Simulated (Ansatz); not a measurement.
All numbers were calculated with Ansatz.

A structure relaxed at PBE0-D4/def2-TZVP, charge 0, multiplicity 1:

Cartesian coordinates in Å:
```
O -1.9553 0.3942 -0.3325
Si -0.4686 0.9534 -0.7420
Sn 1.1794 -0.6841 0.3749
Cl -0.4084 -1.6636 1.8440
H -1.9894 -0.2001 0.4262
H -0.3330 0.9550 -2.2189
H -0.2153 2.3270 -0.2320
H 1.7907 -1.9990 -0.5235
H 2.3998 -0.0829 1.4039
```

(1) Give its formula and SMILES.

(2) Summarise the bond lengths by kind.

## Answers

(1) ClH5OSiSn, `O[SiH2][SnH2][Cl]`.

(2) 1 × O–Si 1.640 Å; 1 × H–O 0.964 Å; 1 × Si–Sn 2.578 Å; 2 × H–Si 1.483 to 1.487 Å; 1 × Cl–Sn 2.375 Å; 2 × H–Sn 1.706 Å.
